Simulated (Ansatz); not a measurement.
Consider the ligand exchange at the Si–Cl bond: `F[SiH](Cl)S[SiH2]Cl` + CH₃OH → `CO[SiH](F)S[SiH2]Cl` + HCl.

Program: Ansatz. Geometries: PBE0-D4/def2-TZVP. ΔE: electronic, gas phase. CBS: MP2 limit from def2 TZ/QZ plus the TZ coupled-cluster correction, frozen cores. This one scheme is used for every species. DFT in def2-TZVPP. B3LYP here is the variant with VWN-RPA as its local correlation; programs differ in this. Each species was taken in one conformer, which may not be the lowest.

| level | ΔE (kcal/mol) | difference from CCSD(T)/CBS |
| --- | --- | --- |
| PBE-D4 | -2.0 | 2.3 |
| r2SCAN-D4 | -3.6 | 0.7 |
| B3LYP-D4 | -4.1 | 0.2 |
| ωB97X-V | -3.9 | 0.4 |
| ωB97M-V | -3.8 | 0.5 |
| B2PLYP | -4.5 | -0.2 |
| PBE0 | -2.4 | 1.9 |
| B3LYP | -4.1 | 0.2 |
| MP2/def2-TZVPP | -4.4 | -0.1 |
| SCS-MP2/def2-TZVPP | -4.9 | -0.6 |
| CCSD/def2-TZVPP | -5.5 | -1.2 |
| CCSD(T)/def2-TZVPP | -5.3 | -1.0 |
| MP2/def2-QZVPP | -4.0 | 0.3 |
| SCS-MP2/def2-QZVPP | -4.5 | -0.2 |
| HF/CBS(def2) | -5.8 | -1.5 |
| MP2/CBS(def2) | -3.4 | 0.9 |
| CCSD(T)/CBS | -4.3 | 0 |

Largest T1 diagnostic among the species: 0.011.
